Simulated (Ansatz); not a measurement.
System: sum formula H2GeOCl, charge -1, multiplicity 1. It need not be the lowest isomer of its formula. Whether it binds its extra electron was not tested at this geometry. 
Structure (B3LYP-D3(BJ)/def2-TZVP (Ansatz, a first-principles code) minimum search):
```xyz
5

Ge    -0.1379    -0.7065    -0.1185
O      1.7100    -0.5086    -0.3776
Cl    -0.6645     1.6285     0.2906
H     -0.0487    -0.9758     1.4987
H      2.0774    -0.0311     0.3725
```
Charge -1, spin multiplicity 1.

Basis-set convergence of Hartree-Fock and MP2 correlation energies (hartree) with Ansatz. Correlated levels leave the core frozen unless marked. Spin-orbit coupling is left out. Frozen are the shells of the preceding noble gas and the d and f shells that filled before the atom's block. Non-relativistic. This anion needs diffuse functions, which these sets lack.

```tsv
basis	functions	E(HF)	E(corr, MP2)
def2-SVP	74	-2610.50163	-0.41509
def2-TZVPP	149	?	?
```

Problem. Some entries are withheld; supply them.

Solution. 
- def2-TZVPP, E(HF): -2611.03130
- def2-TZVPP, E(corr, MP2): -0.55771
